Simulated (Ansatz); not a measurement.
Isolated molecules relaxed with PBE0-D4/def2-TZVP in Ansatz; ΔE leaves out vibrations. CCSD(T)/CBS adds triple-zeta CCSD(T) − MP2 to the extrapolated MP2 energy (def2 sets, frozen cores). One conformer a species, not always the lowest.

Consider the ligand exchange at a B–O bond: `BOB1CO1` + `N=C(F)S` → `B/N=C(/F)S` + `OB1CO1`.

`BOB1CO1`:

Z-matrix (Å, degrees):
```
C
O 1 1.522
B 1 1.502 2 52.2
H 1 1.086 2 112.2 3 114.9
H 1 1.086 2 112.2 3 -114.9
O 3 1.352 1 155.8 2 177.5
B 6 1.364 3 126.2 1 163.1
H 7 1.195 6 117.0 3 173.4
H 7 1.198 6 119.9 3 -7.4
```

`N=C(F)S`:

Z-matrix (Å, degrees):
```
C
F 1 1.332
S 1 1.764 2 107.1
N 1 1.243 2 119.1 3 180.0
H 3 1.341 1 95.2 2 180.0
H 4 1.013 1 113.4 2 -180.0
```

`B/N=C(/F)S`:

Cartesian coordinates in Å:
```
B 0.441 -1.248 1.232
N -0.009 -0.266 0.394
C -0.351 0.594 -0.406
F -1.414 1.383 -0.185
S 0.452 0.938 -1.925
H 0.014 -2.359 1.106
H 1.247 -0.969 2.072
H -0.380 1.926 -2.288
```

`OB1CO1`:

```xyz
7

O    -1.300    1.241    0.289
B    -0.488    0.235   -0.064
C     0.741   -0.636   -0.111
O    -0.546   -0.818   -0.881
H    -0.912    1.841    0.929
H     0.918   -1.440    0.598
H     1.587   -0.423   -0.760
```

```csv
species,HF/def2-QZVPP energy (Eh)
`BOB1CO1`,-239.47084
`N=C(F)S`,-590.54502
`B/N=C(/F)S`,-615.83984
`OB1CO1`,-214.16677
```

Task: Work out ΔE.

Result: ΔE = (-615.83984) + (-214.16677) − (-239.47084) − (-590.54502) = 0.00925 Eh = +5.8 kcal/mol. CCSD(T)/CBS gives +1.7 kcal/mol.

Largest T1 diagnostic among the species: 0.015.

From BLYP to BHLYP (50 % exact exchange), in def2-TZVPP and without D4, ΔE moves by +3.2 kcal/mol. At CCSD(T), def2-SVP lies −1.3 kcal/mol from the extrapolated value and def2-TZVPP +0.0 kcal/mol. Leaving LDA and LC-ωPBE aside and taking each functional with its dispersion term where it has one, the values, not all of them listed here, spread over 4.5 kcal/mol, from PBE-D4 to BHLYP-D4. LDA lies −2.3 kcal/mol from PBE without D4.
